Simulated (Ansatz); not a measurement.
## Redistribution: C2H2F2 + C2H4ClI → C2H2FI + C2H4ClF

Species: C2H2F2 (vinylidene fluoride) `C=C(F)F`, singlet; C2H4ClI `CC(Cl)I`, singlet; C2H2FI `C=C(F)I`, singlet; C2H4ClF (1-chloro-1-fluoroethane) `CC(F)Cl`, singlet. The partners trade F for I; both sit on C, so the bond types are kept.

Shapes, held fixed at every level: PBE0-D4/def2-TZVP. Programs: Ansatz 0.2.0. The zero-point and thermal change to 298 K, harmonic and unscaled (PBE0-D4/def2-TZVP), is -0.5 kJ/mol.

```
                level                   kind  ΔH(298 K) (kJ/mol)  less CCSD(T)/def2-TZVPP  CPU time (sum over the molecules)
     SPW92/def2-TZVPP                    LDA               +13.8                     +2.2                               11 s
    PBE-D4/def2-TZVPP                    GGA               +10.2                     -1.4                               21 s
   PBE0-D4/def2-TZVPP          global hybrid               +13.4                     +1.8                               23 s
r2SCAN0-D4/def2-TZVPP          global hybrid               +13.3                     +1.7                               37 s
    B2PLYP/def2-TZVPP          double hybrid                +9.3                     -2.3                               43 s
      CCSD/def2-TZVPP  coupled cluster or CI               +11.6                      0.0                                  –
   CCSD(T)/def2-TZVPP  coupled cluster or CI               +11.6                      0.0                             11 min
```

The highest level, CCSD(T)/def2-TZVPP, gives ΔH(298 K) = +11.6 kJ/mol; the levels span +9.3 to +13.8. The column of differences is taken from that level and isn't an error. No measured value is set beside it here. For atoms past krypton def2 sets carry core potentials with scalar relativity. Outer-core shells of I are correlated, in sets that cover them unevenly. Times are processor times on shared x86 and Arm servers, and rough.
